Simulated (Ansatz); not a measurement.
A trace of molecular dynamics of CH$_{6}$ClNSi$_{2}$ (11 atoms, charge 0, multiplicity 1).

Theory: RKS r2SCAN/def2-SVP in Ansatz.

```yaml
ensemble: NVE (velocity Verlet)
starting_velocities_drawn_for: 100 K
seed: 11415
```

```json
{"time (fs)": "0", "T (K)": "100", "potential energy less start (eV)": "0.000", "conserved less start (meV/atom)": "0.00"}
{"time (fs)": "4", "T (K)": "69", "potential energy less start (eV)": "0.036", "conserved less start (meV/atom)": "0.03"}
{"time (fs)": "8", "T (K)": "95", "potential energy less start (eV)": "0.006", "conserved less start (meV/atom)": "0.02"}
{"time (fs)": "12", "T (K)": "265", "potential energy less start (eV)": "-0.191", "conserved less start (meV/atom)": "0.04"}
{"time (fs)": "16", "T (K)": "708", "potential energy less start (eV)": "-0.708", "conserved less start (meV/atom)": "-0.05"}
{"time (fs)": "20", "T (K)": "839", "potential energy less start (eV)": "-0.860", "conserved less start (meV/atom)": "-0.04"}
{"time (fs)": "24", "T (K)": "904", "potential energy less start (eV)": "-0.937", "conserved less start (meV/atom)": "-0.11"}
{"time (fs)": "28", "T (K)": "689", "potential energy less start (eV)": "-0.686", "conserved less start (meV/atom)": "-0.08"}
{"time (fs)": "32", "T (K)": "309", "potential energy less start (eV)": "-0.243", "conserved less start (meV/atom)": "0.02"}
{"time (fs)": "36", "T (K)": "204", "potential energy less start (eV)": "-0.121", "conserved less start (meV/atom)": "0.09"}
{"time (fs)": "40", "T (K)": "472", "potential energy less start (eV)": "-0.432", "conserved less start (meV/atom)": "0.00"}
{"time (fs)": "44", "T (K)": "940", "potential energy less start (eV)": "-0.979", "conserved less start (meV/atom)": "-0.15"}
{"time (fs)": "48", "T (K)": "767", "potential energy less start (eV)": "-0.776", "conserved less start (meV/atom)": "-0.07"}
{"time (fs)": "52", "T (K)": "483", "potential energy less start (eV)": "-0.445", "conserved less start (meV/atom)": "0.03"}
{"time (fs)": "56", "T (K)": "705", "potential energy less start (eV)": "-0.705", "conserved less start (meV/atom)": "-0.08"}
{"time (fs)": "60", "T (K)": "469", "potential energy less start (eV)": "-0.429", "conserved less start (meV/atom)": "0.00"}
{"time (fs)": "64", "T (K)": "376", "potential energy less start (eV)": "-0.321", "conserved less start (meV/atom)": "-0.01"}
{"time (fs)": "68", "T (K)": "789", "potential energy less start (eV)": "-0.804", "conserved less start (meV/atom)": "-0.23"}
{"time (fs)": "72", "T (K)": "662", "potential energy less start (eV)": "-0.654", "conserved less start (meV/atom)": "-0.07"}
{"time (fs)": "76", "T (K)": "347", "potential energy less start (eV)": "-0.285", "conserved less start (meV/atom)": "0.22"}
{"time (fs)": "80", "T (K)": "719", "potential energy less start (eV)": "-0.721", "conserved less start (meV/atom)": "-0.08"}
{"time (fs)": "84", "T (K)": "917", "potential energy less start (eV)": "-0.954", "conserved less start (meV/atom)": "-0.25"}
{"time (fs)": "88", "T (K)": "488", "potential energy less start (eV)": "-0.451", "conserved less start (meV/atom)": "-0.01"}
{"time (fs)": "92", "T (K)": "481", "potential energy less start (eV)": "-0.443", "conserved less start (meV/atom)": "0.04"}
{"time (fs)": "96", "T (K)": "844", "potential energy less start (eV)": "-0.867", "conserved less start (meV/atom)": "-0.17"}
{"time (fs)": "100", "T (K)": "361", "potential energy less start (eV)": "-0.303", "conserved less start (meV/atom)": "0.07"}
```

Q: Can this run be trusted? Judge the integration.

A: The conserved energy stayed within 0.27 meV per atom of its start (net change 0.072 meV per atom), so the integration is sound. The kinetic energy rose, since the run started high on the potential surface and went downhill. A run of 0.1 ps of so small a system gives no equilibrium averages. The orbitals stay closed-shell, which can raise the energy where a bond breaks towards radicals; this wasn't checked here. The time step was 0.5 fs.

Run time: 8.9 min on 2 threads of Intel(R) Xeon(R) Platinum 8488C (Sapphire Rapids), on a shared host, peak memory 0.2 GiB.
